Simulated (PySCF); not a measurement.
H2Al2Cl4, singlet, CAM-B3LYP/def2-SVP optimised geometry.

```
8

Al     0.60    -1.13     0.00
Al    -0.60     1.13     0.00
H      0.00     0.00     1.15
Cl    -0.56    -2.86     0.00
Cl     2.68    -1.13     0.00
H      0.00     0.00    -1.15
Cl    -2.68     1.13     0.00
Cl     0.56     2.86     0.00
```

Density from CAM-B3LYP/def2-TZVP (PySCF 2.14.0) at that geometry.

Minimum of the electron density along straight lines between bonded atoms, close to the bond critical point (lines longer than 1.1 times the sum of covalent radii, or with two minima, are not listed):

| bond | length / Å | ρ at the minimum / e bohr⁻³ | ∇²ρ there / e bohr⁻⁵ | position (fraction from the first atom) |
|---|---|---|---|---|
| Al1–Cl4 | 2.081 | 0.079 | 0.31 | 0.38 |
| Al1–Cl5 | 2.081 | 0.079 | 0.31 | 0.38 |
| Al2–Cl7 | 2.081 | 0.079 | 0.31 | 0.38 |
| Al2–Cl8 | 2.081 | 0.079 | 0.31 | 0.38 |
